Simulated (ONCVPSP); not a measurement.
# Reading a pseudo-wave (Zr (Z = 40))

Columns: radius, all-electron u(r) and pseudo u(r) of the 4p shell (level -32.51 eV) of zirconium in the configuration [Ar] 3d10 4s2 4p6 4d2 5s2; LDA (Perdew-Wang 92), scalar-relativistic, ONCV scheme, ONCVPSP 4.0.1.

| r (bohr) | all-electron | pseudo |
| --- | --- | --- |
| 0.103 | 0.2908 | 0.0169 |
| 0.205 | -0.1779 | 0.0661 |
| 0.308 | -0.4830 | 0.1454 |
| 0.410 | -0.4240 | 0.2484 |
| 0.513 | -0.1599 | 0.3698 |
| 0.615 | 0.1562 | 0.4980 |
| 0.718 | 0.4468 | 0.6252 |
| 0.820 | 0.6717 | 0.7387 |
| 0.923 | 0.8286 | 0.8319 |
| 1.025 | 0.9204 | 0.8968 |
| 1.128 | 0.9603 | 0.9319 |
| 1.230 | 0.9600 | 0.9372 |
| 1.332 | 0.9314 | 0.9167 |
| 1.435 | 0.8831 | 0.8754 |
| 1.538 | 0.8229 | 0.8198 |
| 1.640 | 0.7572 | 0.7563 |
| 1.743 | 0.6888 | 0.6887 |
| 1.845 | 0.6218 | 0.6218 |
| 1.948 | 0.5569 | 0.5569 |
| 2.050 | 0.4964 | 0.4964 |
| 2.153 | 0.4399 | 0.4399 |
| 2.255 | 0.3887 | 0.3887 |
| 2.358 | 0.3419 | 0.3419 |
| 2.460 | 0.3003 | 0.3003 |
| 2.562 | 0.2631 | 0.2631 |
| 2.665 | 0.2297 | 0.2297 |

(1) How many radial nodes do the two functions have?

(2) At about which radius was the pseudo-wave matched?

(3) Where does each function peak?

(4) Is the pseudo-wave norm-conserving?

Results:

(1) The all-electron 4p function has n − l − 1 = 2; the pseudo-wave has 0, since the states of the same l below it are removed with the core.

(2) 2.00 bohr. The columns agree to 0.0005 from 1.74 bohr on; several derivatives are matched, so the curves merge somewhat inside the radius.

(3) Outermost all-electron maximum near 1.13 bohr, pseudo maximum near 1.23 bohr (to the table’s step).

(4) Yes: the ONCV scheme keeps the norm inside the radius equal to the all-electron one, which fixes the energy derivative of the logarithmic derivative at the level.
